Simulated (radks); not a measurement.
These are the eigenvalues of the occupied orbitals of an atom or ion with whole-number occupations (eV). Method: scalar-relativistic Kohn-Sham, XLYP, spin-polarised, spherical densities, point nucleus; computed with a radial shooting solver on a logarithmic mesh with Libxc functionals.

1s up: -328.4684
2s up: -17.4559
2s down: -12.7566
2p up: -8.8552

Which element is it, and in what charge state? The configuration may be excited. Open shells, if any, are filled with parallel spins first.

Answer. Z = 6, carbon, charge 0: C in 1s1 2s2 2p3. The list shows which subshells hold electrons but not how many an open one holds; the 1s level, -12.071 hartree, gives Z - s = 4.9 by -(Z - s)^2/2, which with screening and relativity narrows Z to a few neighbours, and the depths of the outer levels then fix element, charge and occupations together.
